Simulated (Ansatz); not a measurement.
AlFH2OZn, SMILES `[OH][AlH][Zn][F]` at its PBE0-D4/def2-TZVP geometry, where that method's forces vanish. Charge 0, multiplicity 1.

```xyz
6

O     1.0168   -1.2564    0.6602
Al    0.1709    0.2144    0.5966
Zn   -1.0392    0.5615   -1.4994
F    -1.9181    0.8199   -3.0142
H     1.5373   -1.5366    1.4123
H     0.2323    1.1972    1.8445
```

(1) What forces (eV/Å) does ωB97M-V/def2-TZVPP give on these atoms in Ansatz 0.2.0? (Best estimate.)

Answers

(1) The calculation gave: 
```
O1   0.044 -0.035  0.052
Al2 -0.112  0.183 -0.022
Zn3  0.109 -0.032  0.189
F4  -0.021  0.005 -0.037
H5  -0.013 -0.011 -0.040
H6  -0.008 -0.110 -0.141
```
